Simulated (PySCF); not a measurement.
Fine-structure interval of Ho⁵⁸⁺ by level of theory

Ho⁵⁸⁺ [He] 2s2 2p5 [2p1/2^2 2p3/2^3, M_J = 3/2] → Ho⁵⁸⁺ [He] 2s2 2p5 [2p1/2^1 2p3/2^4, M_J = 1/2], as a difference of total energies. Calculation: PySCF 2.14, in an uncontracted even-tempered set (17 s from 40 bohr⁻², ratio 2.4; 13 p from 51 bohr⁻², ratio 2.4; 5 d from 180 bohr⁻², ratio 2.6; 4 f from 270 bohr⁻², ratio 2.6); the two-component X2C-1e Hamiltonian. Correlated levels: nothing frozen; the 30 highest virtual spinors dropped. "Screened" scales the spin-orbit matrix elements by Boettger's factors to mimic the two-electron term; Breit and QED terms are absent.

| method | fine-structure interval (cm⁻¹) |
| --- | --- |
| GHF (screened spin-orbit) | 7197800 |
| GMP2 (screened spin-orbit) | 7199100 |
| GHF (bare spin-orbit) | 7439800 |
